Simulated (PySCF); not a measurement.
Cd(Et)(OMe), SMILES C[CH2][Cd][O]C (C₃H₈CdO) at its PBE0/def2-SVP optimised geometry (Å):

```
13

Cd     0.0410     0.4787     0.0000
C     -2.0581     0.6611     0.0000
C     -2.8255    -0.6522    -0.1087
H     -2.3164     1.3347    -0.8334
H     -2.3291     1.1970     0.9243
H     -2.6067    -1.3347     0.7278
H     -2.5929    -1.1966    -1.0375
H     -3.9163    -0.4810    -0.1037
O      2.0190     0.4787     0.0000
C      2.8613    -0.6198     0.0090
H      2.7641    -1.2723    -0.8861
H      3.9163    -0.2815     0.0275
H      2.7360    -1.2813     0.8939
```

Method: PBE0/def2-TZVP, def2 effective core potentials past Kr run with PySCF 2.14.0. The core electrons that the potentials of Cd replace are not part of the density.

Map of the deformation density (molecule minus spherical neutral atoms) (e/bohr³) on the plane z = 0.8 Å:

```
|.............................|
|.............................|
|.............................|
|.............................|
|.............................|
|.............................|
|.............................|
|.............................|
|.............................|
|........  ...................|
|.......  ....................|
|...... .=%:....  ............|
|...... .+%-..... .::.........|
|.....   .......  .::.   .....|
|.....      .........     ....|
|....       .......    .. ....|
|..... .:=.  .....  .**.  ....|
|..... .-@. ....... .@#. .....|
|...... ..  ........ ..  .....|
|.......   ..........  .......|
|.............................|
|.............................|
|.............................|
|.............................|
|.............................|
|.............................|
|.............................|
|.............................|
|.............................|
```
Scale: ten equal steps from -0.012 (start of ' ') to 0.080 (end of '@'), in the order ' .:-=+*#%@'; x runs from -6.00 to 6.00, y from -6.00 (bottom) to 6.00 (top).
